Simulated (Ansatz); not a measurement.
Born–Oppenheimer molecular dynamics of FGeH$_{5}$S (8 atoms, charge 0, multiplicity 1). It starts at the highest image of a converged band, a first-order saddle point between two minima.

All numbers below come from RKS B3LYP/def2-SVP in Ansatz 0.2.0.

```
ensemble                      : NVE (velocity Verlet)
time step                     : 0.5 fs
steps asked                   : 200
starting velocities drawn for : 300 K
seed                          : 5429
```

First frame:

```xyz
8
Properties=species:S:1:pos:R:3
Ge -0.191 0.066 -0.220
F -0.156 -0.150 1.863
H 1.332 -0.106 -0.001
H -0.428 1.484 -0.765
H -0.651 -1.111 -1.099
S -2.607 0.159 0.859
H -2.829 -1.171 0.739
H -1.260 -0.044 1.848
```

(1) How far do the bonds stretch over the last three quarters of this one trajectory? (Pairs bonded in most of those frames.)

Answers

(1) 
```tsv
bond	mean (Å)	spread (Å)	shortest	longest
Ge1–F2	1.770	0.098	1.64	1.97
Ge1–H3	1.561	0.074	1.45	1.67
Ge1–H4	1.539	0.021	1.51	1.57
Ge1–H5	1.542	0.019	1.51	1.58
S6–H7	1.353	0.012	1.33	1.37
S6–H8	1.359	0.030	1.31	1.40
```

Pairs bonded in part of these frames only: Ge1–S6 17 %.

Mean temperature of the second half: 1493 K. The conserved energy stayed within 0.15 meV per atom of its start (net change 0.11 meV per atom), so the integration is sound. The kinetic energy rose, since the run started high on the potential surface and went downhill. It ends in pieces (FGeH3 + H2S), so much of that is their flight and rotation, not heat. A run of 0.1 ps of so small a system gives no equilibrium averages. The orbitals stay closed-shell, which can raise the energy where a bond breaks towards radicals; this wasn't checked here.

Time of the run: 11 min on 2 threads of Arm Neoverse N1, on a shared host, peak memory 0.18 GiB.
